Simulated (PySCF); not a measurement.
B3LYP has the VWN-RPA correlation part, as in Gaussian. 

Cartesian coordinates (Å):
SMILES: Cl[SiH2]N
```xyz
7

N      1.0940    -0.0660    -0.0515
Si    -0.5976    -0.1767     0.1280
Cl    -1.6702     1.4763    -0.5530
H      1.6358     0.5448     0.5401
H      1.5214    -0.1672    -0.9591
H     -0.9087    -0.2907     1.5629
H     -1.0748    -1.3205    -0.6674
```
Charge 0, spin multiplicity 1.

**Question.** What HOMO, HOMO–LUMO gap and S1 oscillator strength does PySCF with B3LYP-D3(BJ)/def2-TZVP give?

**Answer.** 
```
Item                      Result
----------------------  --------
HOMO                    -7.77 eV
HOMO–LUMO gap            7.86 eV
S1 oscillator strength     0.036
```
